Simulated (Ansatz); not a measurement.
Na₃Br₄. Charge 0, multiplicity 2. Geometry r2SCAN-D4/def2-SVP; atoms count from 1.

```xyz
7

Na    1.878   -0.593    1.352
Na   -1.818   -1.214   -0.953
Na    0.021    2.021   -0.580
Br   -1.827    1.073   -2.297
Br    2.527    1.790    0.387
Br   -0.993   -0.352    1.692
Br    0.212   -2.725    0.398
```

In the doublet, Br6 and Br7 lie 2.96 Å apart (atoms count from 1), so these atoms are partly bonded to each other. Another isomer (doublet) lies 0.04 eV lower at PBE0-D4/def2-SVP; other spin states weren't run for this one.

(1) Estimate the Mulliken populations from the PBE0/def2-SVP orbitals of Ansatz.

(2) Where does the spin sit?

(3) And the Mayer bond orders between heavy atoms (over 0.3)?

## Answers

(1) 
```json
{"atom": "Na1", "charge (e)": "0.55", "spin (α − β)": "-0.01"}
{"atom": "Na2", "charge (e)": "0.55", "spin (α − β)": "-0.01"}
{"atom": "Na3", "charge (e)": "0.53", "spin (α − β)": "0.00"}
{"atom": "Br4", "charge (e)": "-0.55", "spin (α − β)": "0.00"}
{"atom": "Br5", "charge (e)": "-0.55", "spin (α − β)": "0.00"}
{"atom": "Br6", "charge (e)": "-0.25", "spin (α − β)": "0.52"}
{"atom": "Br7", "charge (e)": "-0.27", "spin (α − β)": "0.51"}
```
Mulliken values depend strongly on the basis.

(2) Summed by element: Na -0.03, Br 1.03, of 1 unpaired in all. Largest on single atoms: Br6 0.52, Br7 0.51, Na1 -0.01.

(3) Na1–Br5 0.44 (2.65 Å); Na2–Br4 0.44 (2.65 Å); Na3–Br4 0.39 (2.70 Å); Na3–Br5 0.39 (2.70 Å); Br6–Br7 0.48 (2.96 Å).
